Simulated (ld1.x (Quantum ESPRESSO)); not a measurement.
## An all-electron radial function and its pseudo partner (Mg (Z = 12))

Columns: radius, all-electron u(r) and pseudo u(r) of the 3s shell (level -5.22 eV) of magnesium in the configuration [Ne] 3s1.5 3p0.5; PBE, scalar-relativistic, TM scheme, ld1.x (Quantum ESPRESSO) 7.5.

```json
{"r (bohr)": "0.165", "all-electron": "0.0177", "pseudo": "0.0231"}
{"r (bohr)": "0.330", "all-electron": "-0.1970", "pseudo": "0.0480"}
{"r (bohr)": "0.495", "all-electron": "-0.2456", "pseudo": "0.0767"}
{"r (bohr)": "0.660", "all-electron": "-0.1777", "pseudo": "0.1112"}
{"r (bohr)": "0.825", "all-electron": "-0.0591", "pseudo": "0.1535"}
{"r (bohr)": "0.990", "all-electron": "0.0712", "pseudo": "0.2049"}
{"r (bohr)": "1.155", "all-electron": "0.1941", "pseudo": "0.2652"}
{"r (bohr)": "1.320", "all-electron": "0.3012", "pseudo": "0.3316"}
{"r (bohr)": "1.485", "all-electron": "0.3898", "pseudo": "0.3992"}
{"r (bohr)": "1.650", "all-electron": "0.4601", "pseudo": "0.4616"}
{"r (bohr)": "1.815", "all-electron": "0.5137", "pseudo": "0.5136"}
{"r (bohr)": "1.980", "all-electron": "0.5531", "pseudo": "0.5531"}
{"r (bohr)": "2.145", "all-electron": "0.5802", "pseudo": "0.5802"}
{"r (bohr)": "2.310", "all-electron": "0.5965", "pseudo": "0.5965"}
{"r (bohr)": "2.475", "all-electron": "0.6031", "pseudo": "0.6031"}
{"r (bohr)": "2.640", "all-electron": "0.6017", "pseudo": "0.6017"}
{"r (bohr)": "2.805", "all-electron": "0.5935", "pseudo": "0.5935"}
{"r (bohr)": "2.970", "all-electron": "0.5799", "pseudo": "0.5799"}
{"r (bohr)": "3.135", "all-electron": "0.5619", "pseudo": "0.5619"}
{"r (bohr)": "3.300", "all-electron": "0.5407", "pseudo": "0.5407"}
{"r (bohr)": "3.465", "all-electron": "0.5172", "pseudo": "0.5172"}
{"r (bohr)": "3.630", "all-electron": "0.4920", "pseudo": "0.4920"}
{"r (bohr)": "3.795", "all-electron": "0.4659", "pseudo": "0.4659"}
{"r (bohr)": "3.960", "all-electron": "0.4394", "pseudo": "0.4394"}
{"r (bohr)": "4.125", "all-electron": "0.4128", "pseudo": "0.4128"}
{"r (bohr)": "4.290", "all-electron": "0.3867", "pseudo": "0.3867"}
```

(1) How many radial nodes do the two functions have?

(2) At about which radius was the pseudo-wave matched?

(3) Is the pseudo-wave norm-conserving?

Answers

(1) The all-electron 3s function has n − l − 1 = 2; the pseudo-wave has 0, since the states of the same l below it are removed with the core.

(2) 2.15 bohr. The columns agree to 0.0005 from 1.81 bohr on; several derivatives are matched, so the curves merge somewhat inside the radius.

(3) Yes: the TM scheme keeps the norm inside the radius equal to the all-electron one, which fixes the energy derivative of the logarithmic derivative at the level.
